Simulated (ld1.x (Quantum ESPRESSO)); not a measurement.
# Logarithmic derivatives: Hg (Z = 80), PAW

```json
{"Element": "Hg", "Generator": "ld1.x (Quantum ESPRESSO) 7.5", "Type": "PAW", "Functional": "Wu–Cohen", "Relativity": "scalar-relativistic", "Frozen core": "[Kr] 4d10 4f14", "Valence charge": "20", "Reference configuration": "5s2 5p6 5d10 6s0 6p0 (charge +2)", "Partial waves": "5s (bound): rcut 2.12, rcutus 2.32 bohr; 6s (bound, empty): rcut 2.12, rcutus 2.32 bohr; 5p (bound): rcut 1.84, rcutus 2.32 bohr; 6p (bound, empty): rcut 1.84, rcutus 2.32 bohr; 5d (bound): rcut 1.30, rcutus 1.70 bohr; 5d channel at -1.8 Ry: rcut 1.30, rcutus 1.70 bohr", "Local potential": "all-electron potential smoothed inside 1.36 bohr (lloc = -1)", "Core correction": "Bessel-smoothed model core inside 0.60 bohr", "Augmentation charge": "PSQ, inside the norm-conserving radii"}
```

The phase is arctan(r·u′/u) with u = r·R(r), unwrapped; energies in Ry, scanned from -12 to 5 Ry. A pole is an energy at which the radial function vanishes at the test radius. The pseudo phase is shifted by a multiple of π to meet the all-electron one at the reference energy, and phase errors are pseudo minus all-electron; the curves can meet again beyond the range given. Levels narrower than the energy grid can be missing from the lists of poles. n/a: not evaluated, since a narrow level or a reset projector energy made the automatic matching unsafe.

| channel | radius (bohr) | reference energy (Ry) | poles, all-electron | poles, pseudo | unbroken range about the reference energy with phases within 0.05 rad | phase error 1 Ry above the reference energy (rad) |
| --- | --- | --- | --- | --- | --- | --- |
| s | 2.55 | -1.72 | 0.05 | -0.15, 2.91 | n/a | n/a |
| p | 2.55 | -1.08 | -6.28, 1.86 | -6.28, 1.60 | below 2.6 | -0.008 |
| d | 2.55 | -2.12 | -1.84, 4.86 | -1.84, 4.67 | the whole range | -0.000 |

Phases in the d channel:

```json
{"E (Ry)": "-12.00", "all-electron": "1.451", "pseudo": "1.451"}
{"E (Ry)": "-11.76", "all-electron": "1.450", "pseudo": "1.450"}
{"E (Ry)": "-11.52", "all-electron": "1.449", "pseudo": "1.449"}
{"E (Ry)": "-11.28", "all-electron": "1.447", "pseudo": "1.447"}
{"E (Ry)": "-11.04", "all-electron": "1.446", "pseudo": "1.446"}
{"E (Ry)": "-10.80", "all-electron": "1.444", "pseudo": "1.444"}
{"E (Ry)": "-10.56", "all-electron": "1.442", "pseudo": "1.442"}
{"E (Ry)": "-10.32", "all-electron": "1.441", "pseudo": "1.441"}
{"E (Ry)": "-10.08", "all-electron": "1.439", "pseudo": "1.439"}
{"E (Ry)": "-9.84", "all-electron": "1.437", "pseudo": "1.437"}
{"E (Ry)": "-9.60", "all-electron": "1.435", "pseudo": "1.435"}
{"E (Ry)": "-9.36", "all-electron": "1.433", "pseudo": "1.433"}
{"E (Ry)": "-9.12", "all-electron": "1.431", "pseudo": "1.431"}
{"E (Ry)": "-8.88", "all-electron": "1.429", "pseudo": "1.429"}
{"E (Ry)": "-8.64", "all-electron": "1.427", "pseudo": "1.427"}
{"E (Ry)": "-8.40", "all-electron": "1.424", "pseudo": "1.424"}
{"E (Ry)": "-8.16", "all-electron": "1.421", "pseudo": "1.421"}
{"E (Ry)": "-7.92", "all-electron": "1.419", "pseudo": "1.419"}
{"E (Ry)": "-7.68", "all-electron": "1.416", "pseudo": "1.416"}
{"E (Ry)": "-7.44", "all-electron": "1.413", "pseudo": "1.413"}
{"E (Ry)": "-7.20", "all-electron": "1.409", "pseudo": "1.409"}
{"E (Ry)": "-6.96", "all-electron": "1.406", "pseudo": "1.406"}
{"E (Ry)": "-6.72", "all-electron": "1.402", "pseudo": "1.402"}
{"E (Ry)": "-6.48", "all-electron": "1.398", "pseudo": "1.398"}
{"E (Ry)": "-6.24", "all-electron": "1.394", "pseudo": "1.394"}
{"E (Ry)": "-6.00", "all-electron": "1.389", "pseudo": "1.389"}
{"E (Ry)": "-5.76", "all-electron": "1.384", "pseudo": "1.384"}
{"E (Ry)": "-5.52", "all-electron": "1.378", "pseudo": "1.378"}
{"E (Ry)": "-5.28", "all-electron": "1.372", "pseudo": "1.372"}
{"E (Ry)": "-5.04", "all-electron": "1.365", "pseudo": "1.365"}
{"E (Ry)": "-4.80", "all-electron": "1.357", "pseudo": "1.357"}
{"E (Ry)": "-4.56", "all-electron": "1.348", "pseudo": "1.348"}
{"E (Ry)": "-4.32", "all-electron": "1.338", "pseudo": "1.338"}
{"E (Ry)": "-4.08", "all-electron": "1.325", "pseudo": "1.325"}
{"E (Ry)": "-3.84", "all-electron": "1.310", "pseudo": "1.310"}
{"E (Ry)": "-3.60", "all-electron": "1.291", "pseudo": "1.291"}
{"E (Ry)": "-3.36", "all-electron": "1.265", "pseudo": "1.265"}
{"E (Ry)": "-3.12", "all-electron": "1.227", "pseudo": "1.227"}
{"E (Ry)": "-2.88", "all-electron": "1.164", "pseudo": "1.163"}
{"E (Ry)": "-2.64", "all-electron": "1.029", "pseudo": "1.029"}
{"E (Ry)": "-2.40", "all-electron": "0.529", "pseudo": "0.528"}
{"E (Ry)": "-2.16", "all-electron": "-1.073", "pseudo": "-1.073"}
{"E (Ry)": "-1.92", "all-electron": "-1.515", "pseudo": "-1.515"}
{"E (Ry)": "-1.68", "all-electron": "-1.646", "pseudo": "-1.646"}
{"E (Ry)": "-1.44", "all-electron": "-1.715", "pseudo": "-1.715"}
{"E (Ry)": "-1.20", "all-electron": "-1.764", "pseudo": "-1.764"}
{"E (Ry)": "-0.96", "all-electron": "-1.806", "pseudo": "-1.806"}
{"E (Ry)": "-0.72", "all-electron": "-1.847", "pseudo": "-1.848"}
{"E (Ry)": "-0.48", "all-electron": "-1.892", "pseudo": "-1.893"}
{"E (Ry)": "-0.24", "all-electron": "-1.945", "pseudo": "-1.946"}
{"E (Ry)": "0.00", "all-electron": "-2.012", "pseudo": "-2.013"}
{"E (Ry)": "0.24", "all-electron": "-2.101", "pseudo": "-2.104"}
{"E (Ry)": "0.48", "all-electron": "-2.230", "pseudo": "-2.235"}
{"E (Ry)": "0.72", "all-electron": "-2.429", "pseudo": "-2.438"}
{"E (Ry)": "0.96", "all-electron": "-2.743", "pseudo": "-2.761"}
{"E (Ry)": "1.20", "all-electron": "-3.192", "pseudo": "-3.219"}
{"E (Ry)": "1.44", "all-electron": "-3.651", "pseudo": "-3.678"}
{"E (Ry)": "1.68", "all-electron": "-3.980", "pseudo": "-4.001"}
{"E (Ry)": "1.92", "all-electron": "-4.188", "pseudo": "-4.204"}
{"E (Ry)": "2.16", "all-electron": "-4.321", "pseudo": "-4.333"}
{"E (Ry)": "2.40", "all-electron": "-4.411", "pseudo": "-4.422"}
{"E (Ry)": "2.64", "all-electron": "-4.476", "pseudo": "-4.485"}
{"E (Ry)": "2.88", "all-electron": "-4.525", "pseudo": "-4.534"}
{"E (Ry)": "3.12", "all-electron": "-4.563", "pseudo": "-4.572"}
{"E (Ry)": "3.36", "all-electron": "-4.594", "pseudo": "-4.603"}
{"E (Ry)": "3.60", "all-electron": "-4.620", "pseudo": "-4.628"}
{"E (Ry)": "3.84", "all-electron": "-4.642", "pseudo": "-4.651"}
{"E (Ry)": "4.08", "all-electron": "-4.661", "pseudo": "-4.671"}
{"E (Ry)": "4.32", "all-electron": "-4.679", "pseudo": "-4.689"}
{"E (Ry)": "4.56", "all-electron": "-4.694", "pseudo": "-4.705"}
{"E (Ry)": "4.80", "all-electron": "-4.709", "pseudo": "-4.721"}
```
